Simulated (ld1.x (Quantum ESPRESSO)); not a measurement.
N (Z = 7): excitation energies, all-electron against TM

```json
{
  "Element": "N (Z = 7)",
  "Generator": "ld1.x (Quantum ESPRESSO) 7.5",
  "Type": "norm-conserving Troullier–Martins (Kleinman–Bylander form)",
  "Functional": "LDA (PZ)",
  "Relativity": "fully relativistic",
  "Frozen core": "[He]",
  "Valence charge": "5",
  "Reference configuration": "2s2 2p3",
  "Partial waves": "2p (bound): rc 1.60 bohr; 3d channel at -0.1 Ry: rc 1.65 bohr; 2s (bound): rc 0.75 bohr",
  "Local potential": "the s channel",
  "Core correction": "none"
}
```

Open shells are filled in proportion to 2j + 1 (rel_dist='average').

Energies are relative to the spin-unpolarised reference configuration 2s2 2p3; without spin polarisation the order of configurations can differ from experiment.

```tsv
valence configuration	charge	ΔE all-electron (eV)	error AE − PS (meV)
2s2 2p2	+1	13.732	+18
2s2 2p1	+2	42.701	+185
2s2 2p0	+3	89.866	+848
2s1 2p0	+4	167.340	+1550
2s0 2p5	0	22.452	+55
2s1 2p3	+1	25.184	-17
```

(1) What are ΔE and the potential's error for 2s2 2p3.3?

Levels in the configuration 2s2 2p1:

```csv
level,all-electron (eV),pseudo (eV)
2s j=1/2,-48.892,-48.778
2p j=1/2,-37.635,-37.299
2p j=3/2,-37.605,-37.271
```

Answers

(1) ΔE = -1.665 eV all-electron; the error (AE − PS) is +0.1 meV.
